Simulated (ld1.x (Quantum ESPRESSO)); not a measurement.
**Configuration tests for nitrogen (N) (ultrasoft)**

| Item | Value |
| --- | --- |
| Element | nitrogen |
| Generator | ld1.x (Quantum ESPRESSO) 7.5 |
| Type | ultrasoft |
| Functional | PBE |
| Relativity | scalar-relativistic |
| Frozen core | [He] |
| Valence charge | 5 |
| Reference configuration | 2s2 2p1 (charge +2) |
| Partial waves | 2s (bound): rcut 0.80, rcutus 0.90 bohr; 2s channel at 1.3 Ry: rcut 0.80, rcutus 0.90 bohr; 2p (bound): rcut 1.75, rcutus 2.00 bohr; 2p channel at 0.75 Ry: rcut 1.75, rcutus 2.00 bohr; 3d channel at 0.4 Ry: rcut 1.15, rcutus 1.60 bohr; 3d channel at 2 Ry: rcut 1.15, rcutus 1.60 bohr |
| Local potential | all-electron potential smoothed inside 0.90 bohr (lloc = -1) |
| Core correction | a·sin(br)/r model core, default radius (core density twice the valence density) |
| Augmentation charge | PSQ, radius 0.60 bohr |

Energies are relative to the spin-unpolarised reference configuration 2s2 2p1; without spin polarisation the order of configurations can differ from experiment.

```tsv
valence configuration	charge	ΔE all-electron (eV)	error AE − PS (meV)
2s2 2p3	0	-42.445	+31
2s2 2p2.5	+0.5	-37.352	+17
2s1 2p0	+4	124.901	+60
2s1 2p4	0	-30.938	+85
2s2 2p3.3	-0.3	-44.064	+41
```

(1) What are ΔE and the potential's error for 2s2 2p0?

(2) What are ΔE and the potential's error for 2s2 2p2?

## Answers

(1) ΔE = 47.082 eV all-electron; the error (AE − PS) is +21 meV.

(2) ΔE = -28.854 eV all-electron; the error (AE − PS) is +7.9 meV.
